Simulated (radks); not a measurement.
Problem. These are the eigenvalues of the occupied orbitals of an atom or ion with whole-number occupations (eV). All-electron calculation, scalar-relativistic Kohn-Sham, LDA (Slater exchange, Perdew-Wang correlation), spin-unpolarised, spherical densities, point nucleus. Program: a radial shooting solver on a logarithmic mesh with Libxc functionals.

orbital  eigenvalue
1s        -13886.43
2s        -2325.223
2p        -2124.328
3s        -732.6582
3p        -668.4891
4s        -341.0324

Which element is it, and in what charge state? The configuration may be excited.

Solution. Z = 35, bromine, charge +16: Br16+ in [Ar] 4s1. The list shows which subshells hold electrons but not how many an open one holds; the 1s level, -510.32 hartree, gives Z - s = 31.9 by -(Z - s)^2/2, which with screening and relativity narrows Z to a few neighbours, and the depths of the outer levels then fix element, charge and occupations together.
